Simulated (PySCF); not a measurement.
## Excited states of Re⁷⁺ (rhenium, charge +7)

Ground state [Xe] 4f14, ¹S. All numbers are calculated (PySCF 2.14, a scalar-relativistic core potential, in aug-cc-pVDZ-PP with two added diffuse shells each of s, p, d, f type with ECP60MDF (7s7p6d4f, 86 functions)). Vertical excitation energies in eV without spin-orbit coupling; excited terms of each kind are numbered among those the solver found. Frozen: nothing.

```
 term  leading excitation  EOM-EE-CCSD
1 3P°              5p → d       46.670
1 3F°              5p → d       48.251
1 1D°              5p → d       50.589
1 3D°              5p → d       50.723
1 1F°              5p → d       50.992
1 1P°              5p → d       61.240
 1 3S              5p → p       77.811
 1 3D              5p → p       79.230
 1 1D              5p → p       79.659
 1 1P              5p → p       80.114
 1 3P              5p → p       80.185
 1 1S              5p → p       81.436
 1 3G              5p → f       91.703
 1 1G              5p → f       92.073
```

The spin-orbit splitting of the hole, absent here, rivals or exceeds the spacing of these terms, so the LS terms are model states.

The 4f shell lies in the core potential, so 4f excitations, among the lowest in this ion, cannot appear.

The solver can miss terms.
